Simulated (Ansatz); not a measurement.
Cost and result for the atomization energy of C₄H₁₂Cl₂In₂S₂ (`C[CH2][In@-]1([Cl])[SH+][In@-]([Cl])([CH2]C)[SH+]1`) (22 atoms, 22 bonds).

```xyz
22

C     1.158   -0.708   -2.197
C     1.842    0.648   -2.247
In    1.343    1.918   -0.583
Cl    2.103    4.079   -0.128
S    -1.220    2.115   -0.262
In   -0.910    0.942    2.026
Cl   -1.076    2.702    3.552
C    -1.893   -0.972    2.082
C    -1.545   -1.863    0.901
S     1.645    0.699    1.682
H     0.068   -0.621   -2.206
H     1.434   -1.324   -3.059
H     1.431   -1.275   -1.303
H     2.930    0.546   -2.247
H     1.572    1.199   -3.151
H    -1.484    0.971   -0.918
H    -2.966   -0.771    2.127
H    -1.614   -1.438    3.029
H    -0.475   -2.081    0.850
H    -1.831   -1.413   -0.054
H    -2.062   -2.826    0.965
H     1.550   -0.529    1.140
```

Total charge 0; spin multiplicity 1. Correlated methods include outer-core shells of In, which these sets cover unevenly. In takes the def2 core potential. The structure was optimised at the PBE0-D4/def2-TZVP level. It is one conformer, not always the lowest. Program: Ansatz. All runs use 11 threads of an AMD EPYC 7R13 on a shared host and a whole NVIDIA H100 80 GB. Times are those of one run each, without the atoms' runs, and a repeat can differ threefold. Electronic energies, without spin–orbit coupling; frozen cores. CCSD(T)/CBS adds CCSD(T) − MP2 in def2-TZVPP to the MP2 limit, and its time is that of the two runs behind it. T1 = 0.012. With those shells the extrapolation isn't a true limit. B3LYP takes the VWN-RPA correlation (the form of Gaussian; ORCA's B3LYP/G). HSE06 is the plane-wave form, built on full-range PBE exchange.

CCSD(T)/CBS is a level of theory with its own doubt, some kJ/mol a heavy atom from the limit and from the frozen cores, so smaller differences don't rank the functionals.

```tsv
level	functions	wall time
BLYP-D4/def2-TZVPP	560	4.5 s
ωB97X-V/def2-TZVPP	560	5.5 s
PBE-QIDH/def2-TZVPP	560	5.5 s
HSE06-D4/def2-TZVPP	560	6 s
B2PLYP/def2-TZVPP	560	6 s
LDA (SPW92)/def2-TZVPP	560	6.5 s
CAM-B3LYP-D4/def2-TZVPP	560	7 s
CCSD(T)/def2-SVP	240	7 s
B3LYP-D4/def2-TZVPP (with forces)	560	8 s
revPBE-D4/def2-TZVPP	560	11 s
MP2/def2-QZVPP	1032	11 s
CCSD(T)/def2-TZVPP	560	68 s
CCSD(T)/CBS(def2)	–	79 s
```

Task: What atomization energy does each give, and how far from CCSD(T)/CBS? (Best estimate.)

Result: The calculation gave: 
```tsv
level	atomization (kJ/mol)	difference from CCSD(T)/CBS	per bond
BLYP-D4/def2-TZVPP	7423.9	-166.9	-7.6
ωB97X-V/def2-TZVPP	7582.7	-8.1	-0.4
PBE-QIDH/def2-TZVPP	7537.4	-53.4	-2.4
HSE06-D4/def2-TZVPP	7577.5	-13.3	-0.6
B2PLYP/def2-TZVPP	7402.8	-188.0	-8.5
LDA (SPW92)/def2-TZVPP	8568.8	978.0	44.5
CAM-B3LYP-D4/def2-TZVPP	7518.7	-72.1	-3.3
CCSD(T)/def2-SVP	7160.3	-430.5	-19.6
B3LYP-D4/def2-TZVPP (with forces)	7485.8	-105.0	-4.8
revPBE-D4/def2-TZVPP	7457.9	-132.9	-6.0
MP2/def2-QZVPP	7596.3	5.5	0.2
CCSD(T)/def2-TZVPP	7386.5	-204.3	-9.3
CCSD(T)/CBS(def2)	7590.8	0.0	0.0
```

In def2-TZVPP, CCSD(T) changes the Hartree–Fock value by +1809.5 kJ/mol (the triples alone add +122.4 kJ/mol) and MP2 by +1899.9 kJ/mol; breaking electron pairs costs correlation energy, which Hartree–Fock lacks. From PBE to PBE0 (25 % exact exchange), in def2-TZVPP and without D4, the atomization energy moves by −60.2 kJ/mol: exact exchange takes away binding that semilocal exchange gives to molecules. Leaving LDA and LC-ωPBE aside and taking each functional with its dispersion term where it has one, the values, not all of them listed here, spread over 285.7 kJ/mol, from BHLYP-D4 to PBE-D4. LDA lies +1006.2 kJ/mol from PBE without D4, its usual overbinding.

Spin–orbit coupling would lower the free In atoms strongly, and the atomization energy with them, by more than many differences here.
